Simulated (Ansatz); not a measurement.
A trace of molecular dynamics of CH4BrFSSi (9 atoms, charge 0, multiplicity 1).

Method: RKS B3LYP/def2-SVP (Ansatz).

| Property | Result |
| --- | --- |
| ensemble | NVE (velocity Verlet) |
| starting velocities drawn for | 300 K |
| seed | 7111 |

```csv
time (fs),T (K),potential energy less start (eV),conserved less start (meV/atom)
0.0,300,0.000,0.00
4.0,205,0.087,0.12
8.0,407,-0.095,0.22
12.0,1842,-1.395,0.11
16.0,3973,-3.334,-1.24
20.0,1840,-1.392,0.17
24.0,1085,-0.708,0.29
28.0,2442,-1.949,-1.20
32.0,2702,-2.179,-0.68
36.0,1045,-0.671,0.28
40.0,2799,-2.272,-1.16
44.0,2643,-2.146,-2.95
48.0,1460,-1.047,0.28
52.0,2963,-2.411,-0.23
56.0,1933,-1.467,1.19
60.0,1079,-0.704,0.15
64.0,1445,-1.035,0.12
68.0,3401,-2.812,-0.74
72.0,2655,-2.134,-0.37
76.0,1352,-0.950,0.21
80.0,1932,-1.481,-0.55
84.0,2284,-1.800,-0.58
88.0,1572,-1.150,0.10
92.0,2189,-1.716,-0.67
96.0,1843,-1.398,-0.27
100.0,2412,-1.911,-0.02
```

Task: Can this run be trusted? Judge the integration.

Result: The conserved energy stayed within 3.3 meV per atom of its start (net change -0.015 meV per atom), so there is no drift, though single steps change it by up to 32 meV in the whole system, a sign of fast motions only just resolved. The system heated up, since it started high on the potential surface and ran downhill. A run of 0.1 ps of so small a system gives no equilibrium averages. The orbitals stay closed-shell, which can raise the energy where a bond breaks towards radicals; this wasn't checked here. The time step was 0.5 fs.

Run time: 14 min on 2 threads of Intel(R) Xeon(R) Platinum 8375C CPU @ 2.90GHz (Ice Lake), on a shared host, peak memory 0.32 GiB.
